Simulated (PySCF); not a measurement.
Al(I)(Me)(OMe) (C2H6AlIO), SMILES [I][Al]([O]C)[CH3].

Geometry: B3LYP-D3(BJ)/def2-SVP. The structure was generated by enumeration; whether it is a known compound was not checked. The def2 effective core potentials stand for the cores of I; spin–orbit coupling is left out. Other conformers were not sampled.

All values below come from PySCF with PBE/def2-TZVP.

total energy: -695.02709 hartree
point group: Cs
highest occupied level: -6.44 eV
lowest empty level: -1.32 eV
orbital gap: 5.11 eV
dipole moment: 1.21 D
quadrupole, principal values (traceless, Buckingham form, about the centre of nuclear charge): -3.94, 1.30, 2.64 D·Å
mean static polarisability: 89.7 bohr³ (13.29 Å³)
polarisability, principal values: 69.0, 94.3, 105.8 bohr³
